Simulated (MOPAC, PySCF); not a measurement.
C₈H₁₀SSi, SMILES `C=Cc1ccc([SiH3])cc1S` (C–C–C–C torsion 32°, C–C–S–H torsion 44°), neutral singlet in the gas phase. 

Cartesian coordinates (Å):
SMILES: C(=C)c1ccc(cc1S)[SiH3]
```xyz
20

C     -3.2509    -0.5780    -1.3044
C     -2.3092     0.3634    -1.1470
C     -0.9861     0.1617    -0.5337
C     -0.3180    -1.0718    -0.6385
C      0.9521    -1.2637    -0.1016
C      1.6161    -0.2209     0.5689
Si     3.3502    -0.4505     1.2624
C      0.9467     1.0061     0.6989
C     -0.3312     1.2068     0.1621
S     -1.0566     2.8300     0.3676
H     -4.1985    -0.3497    -1.7986
H     -3.1165    -1.6002    -0.9380
H     -2.5140     1.3832    -1.4902
H     -0.8002    -1.8844    -1.1862
H      1.4348    -2.2381    -0.2151
H      3.4657     0.2223     2.5891
H      3.6317    -1.9075     1.4127
H      4.3788     0.1404     0.3546
H      1.4101     1.8307     1.2476
H     -2.3049     2.4202     0.6893
```
Charge 0, spin multiplicity 1.

All levels are single points at this geometry (B3LYP-D3(BJ)/def2-SVP); Pople sets use spherical d functions. Orbital energies aren't observables, and empty levels follow the basis.

```json
[
 {"level": "ωB97X-D3(BJ)/def2-TZVP in PySCF", "HOMO (eV)": "-8.76", "LUMO (eV)": "0.42", "gap (eV)": "9.18", "dipole (D)": "1.61", "vertical IE, Delta-SCF (eV)": "8.45"},
 {"level": "B3LYP/LANL2DZ in PySCF", "HOMO (eV)": "-6.31", "LUMO (eV)": "-1.43", "gap (eV)": "4.87", "dipole (D)": "1.70", "vertical IE, Delta-SCF (eV)": "–"},
 {"level": "PBE/6-31G* in PySCF", "HOMO (eV)": "-5.40", "LUMO (eV)": "-2.02", "gap (eV)": "3.38", "dipole (D)": "1.72", "vertical IE, Delta-SCF (eV)": "7.78"},
 {"level": "HF/6-31G* in PySCF", "HOMO (eV)": "-8.40", "LUMO (eV)": "2.27", "gap (eV)": "10.67", "dipole (D)": "1.90", "vertical IE, Delta-SCF (eV)": "–"},
 {"level": "AM1 in MOPAC", "HOMO (eV)": "-8.66", "LUMO (eV)": "-0.33", "gap (eV)": "8.33", "dipole (D)": "1.78", "vertical IE, Delta-SCF (eV)": "–"},
 {"level": "PM3 in MOPAC", "HOMO (eV)": "-8.79", "LUMO (eV)": "-0.38", "gap (eV)": "8.42", "dipole (D)": "1.87", "vertical IE, Delta-SCF (eV)": "–"}
]
```
